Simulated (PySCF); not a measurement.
**Radial density of Ru²⁺ (ruthenium, charge +2)**

BHandHLYP, [Kr] 4d5 5s1, high-spin 7S determinant (an excited configuration). Calculation: PySCF 2.14, in aug-cc-pVDZ-PP with ECP28MDF; a scalar-relativistic core potential. This is the valence pseudo-density: the core potential removes the inner electrons and smooths the orbitals near the nucleus.

| r (bohr) | 4πr²ρ (e/bohr) | 4πr²(ρα − ρβ) |
| --- | --- | --- |
| 0.0213 | 1.225e-05 | 0.0000 |
| 0.0359 | 3.156e-05 | 0.0000 |
| 0.0603 | 7.852e-05 | 0.0000 |
| 0.102 | 0.0002975 | 0.0001 |
| 0.171 | 0.002941 | 0.0010 |
| 0.287 | 0.05954 | 0.0213 |
| 0.483 | 1.589 | 0.4027 |
| 0.812 | 11.56 | 2.8125 |
| 1.37 | 8.917 | 3.7003 |
| 2.30 | 1.634 | 1.3890 |
| 3.87 | 0.2096 | 0.2089 |
| 6.50 | 0.001853 | 0.0018 |
| 10.9 | 1.956e-05 | 0.0000 |

Energies and moments cover only the electrons outside the core potential.
